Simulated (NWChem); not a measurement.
System: C3H4F2; SMILES C=CC(F)F

```xyz
9

C      0.0015     1.9025     0.2245
C      0.6599     0.8181    -0.1770
C      0.0085    -0.5140    -0.3955
F      0.7038    -1.4816     0.2866
F     -1.2790    -0.5173     0.0615
H     -1.0641     1.8725     0.4293
H      0.5084     2.8525     0.3652
H      1.7269     0.8403    -0.3888
H     -0.0137    -0.8155    -1.4506
```
Atoms are numbered in this order, from 1.

Results from NWChem. Geometry: optimised at B3LYP/6-31G* (spherical d).

Problem. Estimate the computed values for PW6B95/def2-SVP. Quantities: highest occupied level (eV); orbital gap (eV); dipole (D).

Solution. The highest occupied level (eV) comes out as -8.39, the orbital gap (eV) is 8.14 and the dipole (D) comes out as 2.12.
